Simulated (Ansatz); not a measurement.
Ideal-gas functions of C$_{2}$H$_{4}$ClGaS, SMILES `[Cl][Ga]1[CH2]S[CH2]1` at 298.15 K and 1 bar, from an Ansatz frequency run at PBE0-D4/def2-TZVP.

Molar mass 165.3 g/mol, point group C2v (symmetry number 2), electronic degeneracy 1, moments of inertia 63.855, 434.515, 491.981 u Å². Harmonic wavenumbers (cm⁻¹, unscaled): 31, 115, 147, 291, 431, 554, 613, 630, 680, 704, 723, 984, 1011, 1039, 1068, 1422, 1439, 3080, 3080, 3139, 3140.

Use S(trans) = R[1.5 ln M + 2.5 ln T − 1.1517]; rotational temperatures θ = 24.2544 K / I; S(rot) = R[ln(√π/σ · √(T³/θAθBθC)) + 1.5]; for each mode x = 1.438777 ν̃/T, S = R[x/(eˣ − 1) − ln(1 − e⁻ˣ)] and H = RT x/(eˣ − 1); 1 cm⁻¹ = 0.0119627 kJ/mol; R = 8.31446 J/(mol·K).

Question: By hand: the entropy, in J/(mol·K).

Answer: Translation 172.6. Rotation: θ = 0.3798, 0.0558, 0.0493 K, giving 111.1. Vibration, mode by mode: 24.12, 13.32, 11.34, 6.14, 3.58, 2.24, 1.79, 1.68, 1.38, 1.26, 1.17, 0.42, 0.37, 0.33, 0.30, 0.07, 0.06, 0.00, 0.00, 0.00, 0.00, in all 69.6. Electronic 0.0. Sum 353.3 J/(mol·K).

Question: By hand: H − E and G − E in kJ/mol, counted from the electronic energy.

Answer: Zero-point energy ½ × 24321 × 0.0119627 = 145.5; thermal vibration 10.3; translation, rotation and pV give 4 RT = 9.9. H − E = 165.7 kJ/mol, and G − E = 165.7 − 298.15 × 353.3/1000 = 60.4 kJ/mol.

Vibration gives 20 % of the entropy, 48.8 J/(mol·K) of it from the modes under 150 cm⁻¹: soft modes count most, and the harmonic formula is weakest for them.
